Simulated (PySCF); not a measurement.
C4H5BO, SMILES C#CB1COC1. Heavy atoms are numbered as in [CH:1]#[C:2][B:3]1[CH2:4][O:5][CH2:6]1. Hydrogens are named by the atom that carries them.

Geometry: PBE0-D3(BJ)/def2-SVP. The structure was generated by enumeration, and PubChem lists no compound with its InChIKey, so it may never have been made.

Calculation: r2SCAN/def2-TZVP run with PySCF.

ESP charges are fitted to the potential on shells at 1.4 to 2.0 van der Waals radii. Atomic charges (e), one atom of each kind:

```
atom      ESP fit    IAO
--------  -------  -----
C1 (CH)     -0.08      ?
C2          -0.56  -0.13
B3           0.65      ?
C4 (CH2)    -0.16  -0.19
O5          -0.31      ?
H on C1      0.25   0.21
H on C4      0.09   0.16
```

**Question.** Complete the blanks. (An estimate is asked for; the answer gives what the named calculation found.)

**Answer.** 
- C1 (CH), IAO: -0.17
- B3, IAO: 0.26
- O5, IAO: -0.42

Computed Mayer and Wiberg (Löwdin basis) orders of the bonds:
```json
[
 {"bond": "C1–C2", "Mayer": "2.72", "Wiberg": "2.82"},
 {"bond": "C2–B3", "Mayer": "1.26", "Wiberg": "1.29"},
 {"bond": "B3–C4", "Mayer": "1.03", "Wiberg": "1.17"},
 {"bond": "C4–O5", "Mayer": "0.97", "Wiberg": "1.39"},
 {"bond": "B3–C6", "Mayer": "1.03", "Wiberg": "1.17"},
 {"bond": "O5–C6", "Mayer": "0.97", "Wiberg": "1.39"}
]
```
